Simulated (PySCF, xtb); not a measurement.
Zn(I)(NH2) (H2INZn), SMILES [NH2][Zn][I]. The values are those of a single conformer.

Harmonic wavenumbers (cm⁻¹) from GFN2-xTB in xtb 6.7.1 at its own minimum, in rising order: 68, 105, 228, 490, 594, 622, 1536, 3450, 3463.

### Question
What does B3LYP-D3(BJ)/def2-SVP (PySCF) give at its own minimum? (An estimate is asked for; the answer gives what the named calculation found.)

### Answer
105, 109, 234, 457, 667, 755, 1534, 3501, 3586. Paired by order, the mean absolute difference is 51 cm⁻¹ and the zero-point energies are 15.1 and 15.7 kcal/mol.
